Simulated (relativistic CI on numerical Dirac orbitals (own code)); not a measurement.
# Tb29+: computed level list

Computed by Dirac-Coulomb-Breit CI, orbitals from a KLI potential per configuration, QED by a radiative potential, unscaled Slater integrals (own radial code, finite nucleus).

CI space (outside the closed core [Ar] 3d10): 4s2 4p6, 4s2 4p5 4d, 4s 4p6 4d, 4s2 4p5 4f, 4s 4p6 4f, 4s2 4p5 5s, 4p6 4d 4f, 4s2 4p5 5p, 4p6 4d2, 4p5 4d3, 4p5 4d2 4f, 4p5 4d2 5s, 4p5 4d2 5p, 4p6 4f2, 4p5 4d 4f2, 4p5 4f3, 4p5 4f2 5s, 4p5 4f2 5p. Double excitations out of closed p, d and f shells are left out; levels of such configurations are missing from the list, as are those of other unlisted configurations, and high levels can miss mixing partners.

| No. | Configuration | Term | J | E (10³ cm⁻¹) | % | Next component (%) |
| --- | --- | --- | --- | --- | --- | --- |
| 1 | 4s2 4p6 | 1S | 0 | 0.0 | 100 |  |
| 2 | 4s2 4p5 4d | 3P° | 0 | 945.3 | 100 |  |
| 3 | 4s2 4p5 4d | 3P° | 1 | 970.7 | 80 | 20 3D° |
| 4 | 4s2 4p5 4d | 3F° | 3 | 995.2 | 61 | 30 1F° |
| 5 | 4s2 4p5 4d | 3D° | 2 | 1004.0 | 52 | 19 3P° |
| 6 | 4s2 4p5 4d | 3F° | 4 | 1045.3 | 100 |  |
| 7 | 4s2 4p5 4d | 1D° | 2 | 1062.4 | 48 | 42 3P° |
| 8 | 4s2 4p5 4d | 3D° | 3 | 1100.5 | 67 | 32 1F° |
| 9 | 4s2 4p5 4d | 3D° | 1 | 1189.9 | 60 | 24 1P° |
| 10 | 4s2 4p5 4d | 3F° | 2 | 1345.9 | 69 | 25 1D° |
| 11 | 4s2 4p5 4d | 3D° | 2 | 1426.4 | 42 | 38 3P° |
| 12 | 4s2 4p5 4d | 3F° | 3 | 1442.0 | 38 | 38 1F° |
| 13 | 4s2 4p5 4d | 1P° | 1 | 1522.3 | 76 | 20 3D° |
| 14 | 4s 4p6 4d | 3D | 1 | 2015.9 | 84 | 16 4s2 4p5 4f 3D |
| 15 | 4s 4p6 4d | 3D | 2 | 2040.5 | 81 | 12 4s2 4p5 4f 3D |
| 16 | 4s 4p6 4d | 3D | 3 | 2099.2 | 87 | 11 4s2 4p5 4f 3D |
| 17 | 4s 4p6 4d | 1D | 2 | 2186.1 | 93 | 3 4s2 4p5 4f 3D |
| 18 | 4s2 4p5 4f | 3G | 5 | 2285.2 | 100 |  |
| 19 | 4s2 4p5 4f | 3G | 4 | 2285.7 | 60 | 35 1G |
| 20 | 4s2 4p5 4f | 3D | 1 | 2295.4 | 84 | 16 4s 4p6 4d 3D |
| 21 | 4s2 4p5 4f | 3F | 3 | 2309.0 | 40 | 30 3G |
| 22 | 4s2 4p5 4f | 3D | 2 | 2309.9 | 59 | 26 3F |
| 23 | 4s2 4p5 4f | 3D | 3 | 2329.2 | 40 | 32 1F |
| 24 | 4s2 4p5 4f | 3F | 4 | 2331.5 | 66 | 31 1G |
| 25 | 4s2 4p5 4f | 1D | 2 | 2360.8 | 58 | 31 3F |
| 26 | 4s2 4p5 4f | 3G | 3 | 2646.6 | 68 | 21 1F |
| 27 | 4s2 4p5 4f | 3D | 3 | 2672.9 | 47 | 32 3F |
| 28 | 4s2 4p5 4f | 3G | 4 | 2673.7 | 36 | 35 1G |
| 29 | 4s2 4p5 4f | 3F | 2 | 2693.7 | 42 | 42 1D |
| 30 | 4s 4p6 4f | 3F° | 2 | 3360.6 | 100 |  |
| 31 | 4s 4p6 4f | 3F° | 3 | 3365.3 | 96 | 4 1F° |
| 32 | 4s 4p6 4f | 3F° | 4 | 3375.2 | 100 |  |
| 33 | 4s 4p6 4f | 1F° | 3 | 3407.1 | 96 | 4 3F° |
| 34 | 4s2 4p5 5s | 3P° | 2 | 3586.5 | 100 |  |
| 35 | 4s2 4p5 5s | 1P° | 1 | 3598.7 | 64 | 36 3P° |
| 36 | 4s2 4p5 5p | 3P | 1 | 3873.1 | 45 | 40 3S |
| 37 | 4s2 4p5 5p | 3D | 2 | 3880.1 | 52 | 34 1D |
| 38 | 4s2 4p5 5s | 3P° | 0 | 3953.6 | 100 |  |
| 39 | 4s2 4p5 5s | 3P° | 1 | 3959.9 | 64 | 36 1P° |
| 40 | 4s2 4p5 5p | 3D | 3 | 4021.6 | 100 |  |
| 41 | 4s2 4p5 5p | 1P | 1 | 4022.4 | 55 | 32 3S |
| 42 | 4s2 4p5 5p | 3P | 2 | 4041.4 | 67 | 33 1D |
| 43 | 4s2 4p5 5p | 1S | 0 | 4084.6 | 51 | 49 3P |
| 44 | 4p6 4d2 | 3F | 2 | 4151.0 | 81 | 16 1D |
| 45 | 4p6 4d2 | 3P | 0 | 4205.8 | 82 | 17 1S |

Energies count from the lowest computed level; ° marks odd parity.

The mean weight of the leading LS term, summed over parents, in these 45 levels is 71 %, and that of the leading jj configuration (from the same eigenvectors) 93 %, so jj coupling describes them better and the LS labels are nominal.

At this charge energies of transitions that change n are usually good to better than 1 %, and those within a shell (Δn = 0) to a few per cent.

LS names give the leading component of a level, which can be under half, so a name can repeat, a term be missing and a line seem to break the LS rules.
